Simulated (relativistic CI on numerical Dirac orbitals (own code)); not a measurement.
**d1 to d9 in one tetrahedral field**

Computed with a parametric ligand-field model without spin-orbit coupling, by exact diagonalisation: B = 780, C = 3510, 10Dq = -5000 cm⁻¹ (Td; |10Dq|/B = 6.4) for every shell. Energies in cm⁻¹; the field energy is (0.6 n_e − 0.4 n_t2) × 10Dq of the ground term; g labels are left out.

```tsv
Shell	Ground term	Electrons in e	Field energy	First spin-allowed bands	Lowest term of other spin
d1	2E	1.000	-3000	2T2 5000	
d2	3A2	2.000	-6000	3T2 5000, 3T1 8562	1E 12621
d3	4T1	1.894	-3472	4T2 4267, 4A2 9267	2E 11094
d4	5T2	2.000	-2000	5E 5000	3T1 14051
d5	6A1	2.000	0	none	4T1 22452
d6	5E	3.000	-3000	5T2 5000	3T1 14510
d7	?	?	?	?	?
d8	3T1	3.894	-3472	3T2 4267, 3A2 9267	1T2 11989
d9	2T2	4.000	-2000	2E 5000
```

Problem. Fill in the row of d7.

Solution. Ground term: 4A2; Electrons in e: 4.000; Field energy: -6000; First spin-allowed bands: 4T2 5000, 4T1 8562; Lowest term of other spin: 2E 15491. Every shell keeps the spin of the free ion. Tetrahedral fields of 3d complexes are almost always too weak to pair spins. High-spin d^(n+5) repeats the spin-allowed bands of d^n, since the half-filled shell is spherical.
